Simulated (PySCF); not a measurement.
## [CeCl3(H2O)]+ at several levels of theory

Computed with PySCF 2.14.0 (density fitting, no spin-orbit coupling) at the geometry relaxed with PBE0:

```xyz
7
[CeCl3(H2O)]+ (singlet)
Ce   -0.0702    0.0795   -0.0795
Cl    1.2824    1.5455    1.3180
Cl   -1.5138   -1.3050    1.3050
Cl    1.2824   -1.3180   -1.5455
O    -1.4549    1.4628   -1.4628
H    -1.7950    2.3496   -1.2497
H    -1.7950    1.2497   -2.3496
```

| level | basis | state | HOMO (eV) | gap (eV) | charge on Ce1 (e) | population of f-type functions on Ce1 (polarisation alone where 4f lies in the core) | dipole about the centre of mass (D) | largest force component (eV/Å) |
| --- | --- | --- | --- | --- | --- | --- | --- | --- |
| PBE0 | Ce lcecp-2-SVP with ECP46, Cl def2-SVP, O def2-SVP, H def2-SVP | singlet | – | – | 1.38 | 0.12 | 8.26 | 0.01 |
| HF | the same | singlet | – | – | 1.83 | 0.12 | 9.04 | 0.73 |
| PBE0 | Ce lcecp-2-TZVP with ECP46, Cl def2-TZVP, O def2-TZVP, H def2-TZVP | singlet | – | – | 1.62 | 0.15 | 8.07 | 0.26 |

In the lcecp rows the 4f levels are missing from HOMO and gap, and the state counts the valence alone.

Charges are Mulliken's, which hang on the basis. The relaxation used the grid (50, 194), these runs (75, 302) or, all-electron (x2c bases, spin-free X2C Hamiltonian), (99, 590).

Q: What does TPSSh with Ce lcecp-2-SVP with ECP46, Cl def2-SVP, O def2-SVP, H def2-SVP give here?

A: state singlet, charge on Ce1 (e) 1.38, population of f-type functions on Ce1 (polarisation alone where 4f lies in the core) 0.11, dipole about the centre of mass (D) 8.26, largest force component (eV/Å) 0.24. Time: 13 s on 2 threads of Arm Neoverse V1 (shared host), from an already converged density.
